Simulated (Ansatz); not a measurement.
The inner images of a band of ClF4HZr (7 atoms, charge 0, multiplicity 1) are given out of order.

The calculation used Ansatz, RKS BHLYP-D4/def2-SVP.

Initial state:

```xyz
7
Properties=species:S:1:pos:R:3
Zr -0.525 -0.360 -0.207
Cl 1.690 -1.239 0.139
F -1.441 -1.907 -0.774
F -1.483 0.127 1.348
F -0.750 0.800 -1.683
H 1.675 1.104 0.650
F 0.833 1.477 0.527
```

Final state:

```xyz
7
Properties=species:S:1:pos:R:3
Zr -0.703 0.122 -0.352
Cl 1.632 -0.960 1.231
F -0.482 -1.559 -1.204
F -1.496 0.017 1.369
F -2.021 0.983 -1.398
H 2.280 0.081 0.848
F 0.789 1.315 -0.494
```

Put them in order from the first end to the last, with their energies above the first end.
A.
```xyz
7
Properties=species:S:1:pos:R:3
Zr -0.546 -0.290 -0.133
Cl 1.572 -1.191 0.707
F -1.116 -1.843 -1.030
F -1.641 -0.050 1.380
F -1.066 1.004 -1.414
H 1.756 0.934 0.417
F 1.041 1.437 0.073
```
B.
```xyz
7
Properties=species:S:1:pos:R:3
Zr -0.552 -0.225 -0.112
Cl 1.536 -1.085 0.951
F -0.906 -1.770 -1.120
F -1.697 -0.110 1.374
F -1.243 1.087 -1.293
H 1.740 0.766 0.329
F 1.121 1.337 -0.128
```
C.
```xyz
7
Properties=species:S:1:pos:R:3
Zr -0.538 -0.328 -0.170
Cl 1.634 -1.234 0.428
F -1.289 -1.885 -0.917
F -1.553 0.036 1.378
F -0.909 0.909 -1.552
H 1.716 1.019 0.530
F 0.939 1.483 0.303
```
D.
```xyz
7
Properties=species:S:1:pos:R:3
Zr -0.642 0.056 -0.270
Cl 1.732 -0.963 1.097
F -0.595 -1.638 -1.121
F -1.575 -0.034 1.375
F -1.744 1.057 -1.422
H 1.958 0.234 0.641
F 0.866 1.288 -0.301
```
E.
```xyz
7
Properties=species:S:1:pos:R:3
Zr -0.566 -0.078 -0.175
Cl 1.676 -0.947 1.002
F -0.725 -1.699 -1.120
F -1.637 -0.084 1.371
F -1.472 1.087 -1.348
H 1.678 0.452 0.430
F 1.045 1.267 -0.160
```

C (+1.2 kcal/mol), A (+3.3 kcal/mol), B (+5.4 kcal/mol), E (+11.0 kcal/mol), D (+2.7 kcal/mol).

Run time: 2.4 min on 2 threads of Intel(R) Xeon(R) 6975P-C (Granite Rapids), on a shared host, peak memory 0.3 GiB.
